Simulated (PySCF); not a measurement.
Electron correlation in Tc (technetium, neutral)

Starting occupation: [Kr] 4d5 5s2, 4d5/2 with m_j = -3/2, -1/2, +1/2, +3/2, +5/2. Calculation: PySCF 2.14, in x2c-TZVPall-2c with one added diffuse shell each of s, p, d type (9s10p8d1f, 86 functions); X2C-1e with screened-nucleus spin-orbit coupling, Gaussian nucleus. Frozen: [Ar] 3d10; 15 electrons correlated; the 6 highest virtual spinors left out.

MP2 pair energies summed by pair of shells (mhartree):

```
 pair   energy  share (%)
4d-4p  -117.62       34.5
4p-4p   -66.40       19.5
4d-4d   -47.40       13.9
4d-5s   -32.14        9.4
4p-4s   -23.36        6.8
4p-5s   -19.74        5.8
5s-5s   -18.00        5.3
4d-4s   -11.67        3.4
4s-4s    -3.87        1.1
4s-5s    -1.16        0.3
```

Total MP2 correlation energy: -341.36 mhartree.

The GHF reference relaxed away from the jj start to a determinant that is no pure jj level (⟨S²⟩ = 8.78, ⟨J²⟩ = 8.79); the energies belong to that determinant.

This basis was not built for core-valence correlation, so the inner-shell part is incomplete.
